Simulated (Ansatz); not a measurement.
Basis-set extrapolation for `CC(C)[SiH](F)F` (PBE0-D4/def2-TZVP geometry, frozen core, the Gaussian-basis code of Ansatz). Multiplicity 1, RHF reference.

```csv
,def2-TZVPP,def2-QZVPP
HF,-606.372958,-606.397678
MP2 correlation,-1.147310,-1.238921
CCSD(T) correlation,-1.231650,not run
```

Energies in hartree. Use E(X) = E(∞) + A·exp(−7.88·√X) for Hartree–Fock and E(X) = E(∞) + B·X^(−2.97) for correlation, with X = 3 and 4, and add CCSD(T) minus MP2 of the smaller set to the MP2 limit.

Task: What is the CCSD(T) energy at the basis-set limit?

Result: HF limit: -606.397678 + (-0.024720) × 0.13774 = -606.40108. MP2 limit: -1.238921 + (-0.091611) × 0.74074 = -1.30678. Higher-order term: -1.231650 − (-1.147310) = -0.08434. Total: -607.79220 hartree, 492.5 kJ/mol below CCSD(T)/def2-TZVPP.
